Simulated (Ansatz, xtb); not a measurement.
## Ranking isomers of C6H6BN

10 gas-phase structures of C6H6BN, from a drawn sample of its isomers (lower ones may exist). Each was relaxed with GFN2-xTB:

A. `CC1=CBC(C#N)=C1`, a singlet
B. `CB1C=CC=C1C#N`, a singlet
C. `CC1=CB(C#N)C=C1`, a singlet
D. `CC1=CC=C(C#N)B1`, a singlet
E. `CC1=CC(C#N)=CB1`, a singlet
F. `CC1=CC=CB1C#N`, a singlet
G. `CC1=C(C#N)C=CB1`, a singlet
H. `CC1=C(C#N)BC=C1`, a singlet
I. `CB1C=CC(C#N)=C1`, a singlet
J. `CC1=CBC=C1C#N`, a singlet

Question: Which do you expect lowest at r2SCAN-D4/def2-SVP, and how would the others follow?

Answer: Calculated order at r2SCAN-D4/def2-SVP: C (0.0), B (1.0), F (3.4), I (4.7), H (10.3), A (10.5), J (12.2), D (13.6), G (14.7), E (16.7) kcal/mol. Less than 1 kcal/mol parts C and B; H and A, so the order within those pairs means little.

Energies above the lowest of each column, in kcal/mol; the last columns are at PBE0-D3(BJ)/def2-SVP geometries and were run for some of them only (a dash: not run or not comparable):

```tsv
structure	GFN2-xTB	HF/STO-3G	r2SCAN-D4/def2-SVP	PBE0-D3(BJ)/def2-SVP	CCSD(T)/def2-SVP + ΔMP2/def2-TZVPP
C	9.6	0.0	0.0	0.0	0.0
B	6.2	5.4	1.0	1.3	3.2
F	11.9	2.3	3.4	2.9	2.9
I	8.8	7.5	4.7	4.8	6.0
H	0.2	11.9	10.3	8.6	10.4
A	0.0	11.9	10.5	10.3	11.8
J	1.8	13.6	12.2	–	–
D	2.2	13.6	13.6	–	–
G	3.5	15.1	14.7	–	–
E	4.6	16.0	16.7	–	–
```

CCSD(T)/def2-SVP + ΔMP2/def2-TZVPP puts C lowest of those it was run on; GFN2-xTB picks A. CCSD(T)/def2-SVP + ΔMP2/def2-TZVPP orders those it was run on as C (0.0), F (2.9), B (3.2), I (6.0), H (10.4), A (11.8) kcal/mol. Less than 1 kcal/mol parts F and B, so the order within that pair means little. Frequencies (GFN2-xTB) were run for A, B, C, F, H, I alone. ΔMP2 is the change of the MP2 energy from the smaller to the larger basis.

Over these structures GFN2-xTB departs from r2SCAN-D4/def2-SVP by 8.6 kcal/mol on average once a common shift is removed. A GFN2-xTB relaxation took about 0.43 s and the r2SCAN-D4/def2-SVP energy about 8.4 s on a shared host (Ansatz 0.2.0, xtb 6.7.1).
